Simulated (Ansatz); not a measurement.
A structure relaxed at B3LYP-D4/def2-SVP in Ansatz, charge 0, singlet:

```xyz
6

Ga    0.685    0.954    0.938
Ga   -1.435   -0.382    0.232
Ga    0.750   -0.572   -1.170
N    -1.014    0.773    1.582
N    -0.926   -1.290   -1.268
N     1.940    0.516   -0.313
```

Question: Give its formula and point group.

Answer: Ga3N3. Point group D3h (tolerance 0.1 Å).

Question: Summarise the bond lengths by kind (pairs closer than 1.2 times the sum of covalent radii, bridged metal pairs left out).

Answer: 6 × Ga–N 1.83 Å.

The structure comes from a short search, and lower isomers may exist.
